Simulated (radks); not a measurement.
Valence configurations of the gallium ion Ga+ (all share [Ar]). Calculated with a radial shooting solver on a logarithmic mesh with Libxc functionals: scalar-relativistic Kohn-Sham, r2SCAN, spin-unpolarised, spherical densities, finite nucleus; meta-GGA in the generalised Kohn-Sham scheme; Fermi nuclear charge, rms radius 3.9973 fm. Energies are relative to 3d10 4s2; eigenvalues in eV.

| valence | E (eV) | e(3d) | e(4p) | e(4s) |
|---|---|---|---|---|
| 3d10 4s2 | 0.000 | -28.000 | - | -16.614 |
| 3d9.5 4s2 4p0.5 | 10.469 | -32.734 | -10.016 | -18.198 |
| 3d10 4s1.5 4p0.5 | 3.884 | -28.942 | -9.376 | -17.088 |
| 3d9 4s2 4p1 | 22.763 | -37.610 | -11.108 | -19.716 |
| 3d10 4p2 | 15.396 | -31.635 | -10.617 | - |
| 3d10 4s1 4p1 | 7.727 | -29.864 | -9.838 | -17.510 |
| 3d8 4s2 4p2 | 53.267 | -47.746 | -13.120 | -22.605 |
| 3d9.5 4s1.5 4p1 | 14.552 | -33.635 | -10.482 | -18.641 |
| 3d9 4s1.5 4p1.5 | 27.068 | -38.469 | -11.519 | -20.135 |

NIST lists [Ar] 3d10 4s2 as the ground configuration; this level of theory agrees among the configurations tried. The energies are those of spherical spin-averaged densities, not of single terms.
